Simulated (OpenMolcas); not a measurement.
## 3d2 ions of rising charge with 6 bromide ligands in octahedral coordination

```json
{
 "Program": "OpenMolcas",
 "Method": "CASSCF",
 "Spin-orbit coupling": "state interaction with AMFI integrals over the reference wave functions"
}
```

The d shell is active. Anionic complexes are neutralised by point charges behind the ligands. Distances were set from a Shannon-type radius of the metal (high-spin where two are listed) plus a fixed donor radius (Br 1.91 Å). Ligand basis ANO-RCC-VDZP, DKH2 Hamiltonian. States (labels of O, the rotations of Oh). Energies in cm-1 above the lowest state or level, χT in cm3 K/mol; under a threefold ground state the first gap can be a small split of the lowest multiplet, not the spin-orbit step; 10Dq and B are least-squares fits to the states below 45000 cm-1, weighted by degeneracy, with a free offset, and given where the rms deviation is under 5 % of |10Dq| (or 100 cm-1) and under 700 cm-1. Spin-only χT is S(S+1) / 2 for the spin of the ground state.

```csv
Ion,Shell,R (Å),Metal basis,Outer charge (e at Å behind ligand),Ground state,First state of that spin,10Dq,B (rms of fit),First gap with spin-orbit (degeneracies),χT at 300 K,First state of another spin,Spin-only χT
Ti2+,3d2,2.77,ANO-RCC-VDZP,0.67 at 2.8,3T1,3T2 4352,5119,827 (76),"4.6 (2, 3)",1.143,1T2 11360,1.000
V3+,3d2,2.55,ANO-RCC-VDZP,0.5 at 2.4,3T1,3T2 8184,8974,916 (286),"4.7 (2, 3)",0.920,1T2 13461,1.000
Cr4+,3d2,2.46,ANO-RCC-VDZP,0.33 at 2.6,3T1,3T2 13922,,,"2.1 (2, 3)",0.781,1T2 14159,1.000
```

The rows also differ in their outer charges, so part of each step comes from that.

|10Dq| changes by a factor of 8974 / 5119 = 1.75 from Ti2+ to V3+.

B goes from 827 cm-1 (Ti2+) to 916 cm-1 (V3+). In real complexes covalency offsets the rise of B with charge, which this model largely misses.

χT departs most from the spin-only value for Cr4+, by -0.219 cm3 K/mol.

An orbital triplet at a regular site is open to Jahn-Teller coupling, which can distort the site and quench the lowest spin-orbit gaps and is left out. Without dynamic correlation the repulsion within the d shell is too large (B by tens of per cent), so at a given field states of lower spin stand too high. Ligand-to-metal charge-transfer states are missing. With no ligand orbital active B as a rule stays too high, so bands that hang on it stand too high and its fall with covalency is understated. With metal d orbitals alone and no dynamic correlation the field as a rule comes out too small, by tens of per cent, by up to half for chloride and softer ligands. The least metal-like active orbital is 67 % on the metal (Löwdin) and no ligand orbital is active, so the numbers are rough (holds for Cr4+). This ion would oxidise such ligands; the complex is a model and need not exist (holds for Cr4+). No measured value stands beside these numbers; the geometry is a model, was not optimised and need not be the one that this ion takes.
